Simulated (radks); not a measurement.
The numbers below are computed, except where a source is named.
Trend from Ni2+ to Pt2+: ionisation energy by Delta-SCF between NIST ground configurations, and size. Code: a radial shooting solver on a logarithmic mesh with Libxc functionals. Model: Dirac Kohn-Sham, PBE, spin-unpolarised, spherical densities, finite nucleus; open shells fill j = l - 1/2 first; Fermi nuclear charge, rms radius of each element as measured or else 0.836 A^(1/3) + 0.57 fm.

species  configuration  IE (eV)  NIST (eV)       kind  outermost  <r> outermost (bohr)
Ni2+          [Ar] 3d8   37.337      35.19       exp.      3d5/2                 0.972
Pd2+          [Kr] 4d8   34.088     32.930  semi-emp.      4d5/2                  1.38
Pt2+     [Xe] 4f14 5d8   31.449         29     theory      5d5/2                  1.58

Reference values: NIST Atomic Spectra Database (exp. = measured, semi-emp. = semi-empirical, theory = theoretical value adopted there). Spin polarisation and multiplet splitting are left out, so open shells lie too high by an amount that depends on their filling.

Beside tabulated values, note that spin-unpolarised runs miss the spin-polarisation part of the exchange energy of open shells.
